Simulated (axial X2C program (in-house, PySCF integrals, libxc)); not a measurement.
# ClSbCl⁻: properties at the nuclei

Computed with an in-house all-electron X2C program for linear molecules (integrals from PySCF): two-component X2C with atomic mean-field Coulomb and Gaunt terms, Gaussian nuclei, basis Cl dyall-av3z, Sb dyall-v3z with contracted cores.

Cl–Sb–Cl held linear, with bonds 2.624 and 2.624 Å (near the PBE0 minimum at charge -1 of the determinant lowest at the starting distance; the state shown can have its own minimum elsewhere, held linear; other orders of the atoms were not compared).

Determinant lowest in the PBE0 search, Ω = 1 (⟨Sz⟩ = 1.00, ⟨Lz⟩ = 0.00 at PBE0), spin on the atoms Cl 0.01, Sb 0.98, Cl 0.01:

```json
{"level": "PBE0", "A∥/gI Cl (MHz)": "-18.8", "qzz Cl (a.u.)": "0.95", "A∥/gI Sb (MHz)": "-1270", "qzz Sb (a.u.)": "4.94"}
{"level": "HF", "A∥/gI Cl (MHz)": "-19.1", "qzz Cl (a.u.)": "0.81", "A∥/gI Sb (MHz)": "-1660", "qzz Sb (a.u.)": "6.53"}
{"level": "BHandHLYP", "A∥/gI Cl (MHz)": "-14.4", "qzz Cl (a.u.)": "0.87", "A∥/gI Sb (MHz)": "-1220", "qzz Sb (a.u.)": "5.75"}
```

Determinant 0.37 eV from it at PBE0 and this distance, Ω = 0 (closed shell), highest spinor 77% Sb p, 16% Cl p, 6% Cl d:

```csv
level,qzz Cl (a.u.),qzz Sb (a.u.)
PBE0,0.86,5.55
HF,0.75,6.90
BHandHLYP,0.82,6.15
```

A∥ (defined per Ω) follows by multiplying with gI = μI/(I μN); qzz is the electric field gradient, eQq0 = 234.96 MHz × Q/barn × qzz. The operators were transformed with the bare-nucleus X2C matrices; with these basis sets, hyperfine constants and field gradients can be off by tens of per cent, and where levels differ in sign neither size nor sign is settled.

(1) With gI(35Cl) = 0.5479, Q(35Cl) = -0.08112 barn, gI(121Sb) = 1.3454, Q(121Sb) = -0.543 barn (g factors from the IAEA table of nuclear moments by Stone; Q from Pyykkö, Mol. Phys. 2018), turn the PBE0 values of the first state into constants in MHz.

The molecule was held linear; bending was not examined, so a bent shape may lie lower.

Each state is one determinant with collinear spin, which with several unpaired electrons need not be a pure state. Unrestricted Hartree–Fock can overshoot spin polarisation at the nuclei. For an anion, determinants above electron detachment, or with a positive highest level, are held by the basis set. A closed determinant beside an open π² or δ² triplet, such as (π1/2)², mixes with its partner pair into the 0⁺ component of the triplet and ¹Σ⁺, so its energy is not that of a level, and 0⁺ can lie lowest. With several open shells hyperfine constants can be off by a factor of several. Open-shell Ω = 0 determinants with evenly filled partner blocks cannot be reached by this program, so the Ω shown need not be the lowest component. States lie within half an eV, so the first need not be the ground state. PBE0 term energies can be off by some tenths of an eV.

## Answers

(1) A∥(35Cl) = -18.8 × 0.5479 = -10.3 MHz; eQq0(35Cl) = 234.96 × (-0.08112) × (0.95) = -18.1 MHz; A∥(121Sb) = -1270 × 1.3454 = -1710 MHz; eQq0(121Sb) = 234.96 × (-0.543) × (4.94) = -630 MHz.
